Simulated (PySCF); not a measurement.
C7H13 (charge +1).
Geometry (PBE0-D3(BJ)/def2-SVP, Å), atoms numbered from 1 in this order:
```xyz
20
C7H13 angstrom
C      2.131   -0.267   -0.022
C      0.687   -0.120    0.099
C     -0.119   -1.224    0.614
C     -1.475   -0.869    1.221
C     -2.189    0.210    0.419
C     -1.313    1.445    0.273
C      0.041    1.109   -0.350
H      2.579    0.377   -0.793
H      2.467   -1.311   -0.089
H      2.505    0.117    0.955
H     -0.265   -1.799   -0.337
H      0.495   -1.908    1.223
H     -2.081   -1.782    1.294
H     -1.310   -0.526    2.256
H     -3.134    0.477    0.912
H     -2.464   -0.179   -0.577
H     -1.135    1.903    1.260
H     -1.803    2.216   -0.338
H      0.759    1.945   -0.373
H     -0.090    0.861   -1.435
```

Computed, not measured: PySCF, TDDFT CAM-B3LYP/def2-SVPD, vertical, gas phase, core orbitals frozen in the response.

Ground-to-excited transition dipoles (e·a0, same axes as the geometry; the sign carries no meaning), for the states with f of 0.002 or more among the lowest 9:

| state | E (hartree) | μx | μy | μz |
| --- | --- | --- | --- | --- |
| S1 | 0.1764 | 0.189 | 0.000 | -0.045 |
| S2 | 0.1765 | -0.127 | 0.057 | 0.008 |
| S3 | 0.1927 | 0.413 | -0.026 | -0.003 |
| S4 | 0.2148 | -0.040 | -0.614 | 0.254 |
| S7 | 0.2547 | 0.223 | -0.009 | 0.011 |
| S8 | 0.2747 | 0.987 | -0.017 | 0.116 |
| S9 | 0.3021 | 0.026 | 0.439 | -0.181 |

Q: Work out the oscillator strengths.

A: f = (2/3) ΔE |μ|² with ΔE in hartree (27.2114 eV).

```csv
state,|μ|² (au),|μ| (D),f
S1,0.038,0.49,0.004
S2,0.019,0.35,0.002
S3,0.172,1.05,0.022
S4,0.443,1.69,0.063
S7,0.050,0.57,0.008
S8,0.988,2.53,0.181
S9,0.226,1.21,0.046
```

Q: Which bond between heavy atoms lies closest to the direction of the S8 transition dipole?

A: C1–C2, at 12° from it; next C3–C4 and C6–C7 at 33°.

Q: What angle do the transition dipoles of S4 and S9 make?

A: |cos θ| = |μa·μb| / (|μa| |μb|) = 1.00, so θ ≈ 0° (taken between 0 and 90°, since the signs are arbitrary).

Q: What peak molar absorption coefficient would the strongest computed level give as a lone Gaussian band 0.5 eV wide at half height?

A: ε(max) = 2.175×10⁸ f / FWHM, with the width in cm⁻¹. S8: 2.175×10⁸ × 0.1809 / 4033 ≈ 9800 L mol⁻¹ cm⁻¹.

The vertical ionisation energy (ΔSCF) is 15.87 eV, 7.65 eV above S9.

Time: 8.4 min. Hardware: one thread of an x86-64 server, no GPU (shared host).

One conformer stands for the species.
